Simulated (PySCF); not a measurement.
H₃P.

```xyz
4

P      0.0000     0.0000    -0.1282
H      1.0323     0.5960     0.6412
H      0.0000    -1.1920     0.6412
H     -1.0323     0.5960     0.6412
```
Charge 0, spin multiplicity 1.

Coordinates come from a B3LYP-D3(BJ)/def2-TZVP optimisation.

The numbers are results of PBE0/pcSseg-1 (PySCF), not measurements. Non-relativistic, no solvent.

Computed absolute GIAO shielding of each atom: isotropic value and principal components (ppm):
```json
[
 {"atom": "P1", "σ(iso)": "586.6", "σ11": "543.9", "σ22": "608.0", "σ33": "608.0", "span": "64.1"},
 {"atom": "H2", "σ(iso)": "29.4", "σ11": "25.2", "σ22": "26.1", "σ33": "36.9", "span": "11.7"},
 {"atom": "H3", "σ(iso)": "29.4", "σ11": "25.2", "σ22": "26.1", "σ33": "36.9", "span": "11.7"},
 {"atom": "H4", "σ(iso)": "29.4", "σ11": "25.2", "σ22": "26.1", "σ33": "36.9", "span": "11.7"}
]
```
